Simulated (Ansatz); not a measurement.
Start from `N[CH]([SiH3])[GeH3]` and change one atom or group to get `N[CH]([SiH3])[ZnH]`.

Ansatz, PBE0-D4/def2-TZVP geometries, multiplicity 1. Each molecule was computed in one conformer, which needn't be the lowest.

Scalar relativity is left out up to krypton.

```json
{"property": "HOMO–LUMO gap (PBE0/def2-TZVPP) / eV", "`N[CH]([SiH3])[GeH3]`": "7.37"}
{"property": "HOMO energy (PBE0/def2-TZVPP) / eV", "`N[CH]([SiH3])[GeH3]`": "-7.08"}
{"property": "size of the dipole moment (ωB97M-V/def2-TZVPP) / D", "`N[CH]([SiH3])[GeH3]`": "1.62"}
{"property": "HOMO–LUMO gap (PBE/def2-TZVPP) / eV", "`N[CH]([SiH3])[GeH3]`": "5.13"}
{"property": "LUMO energy (PBE0/def2-TZVPP) / eV", "`N[CH]([SiH3])[GeH3]`": "0.29"}
{"property": "LUMO energy (PBE/def2-TZVPP) / eV", "`N[CH]([SiH3])[GeH3]`": "-0.52"}
```

Task: What does the change do to each property? (Estimate.)

Result: The calculation gave: 
```json
{"property": "HOMO–LUMO gap (PBE0/def2-TZVPP) / eV", "`N[CH]([SiH3])[ZnH]`": "5.28", "shift": "-2.09"}
{"property": "HOMO energy (PBE0/def2-TZVPP) / eV", "`N[CH]([SiH3])[ZnH]`": "-6.01", "shift": "1.07"}
{"property": "size of the dipole moment (ωB97M-V/def2-TZVPP) / D", "`N[CH]([SiH3])[ZnH]`": "1.34", "shift": "-0.28"}
{"property": "HOMO–LUMO gap (PBE/def2-TZVPP) / eV", "`N[CH]([SiH3])[ZnH]`": "3.41", "shift": "-1.72"}
{"property": "LUMO energy (PBE0/def2-TZVPP) / eV", "`N[CH]([SiH3])[ZnH]`": "-0.72", "shift": "-1.01"}
{"property": "LUMO energy (PBE/def2-TZVPP) / eV", "`N[CH]([SiH3])[ZnH]`": "-1.46", "shift": "-0.94"}
```

With PBE0 the HOMO rises by 1.07 eV and the LUMO falls by 1.01 eV, so the gap narrows by about 2.08 eV. PBE moves the HOMO by 0.78 eV and ωB97M-V by 1.24 eV. Dipoles are sizes alone; their direction can turn.
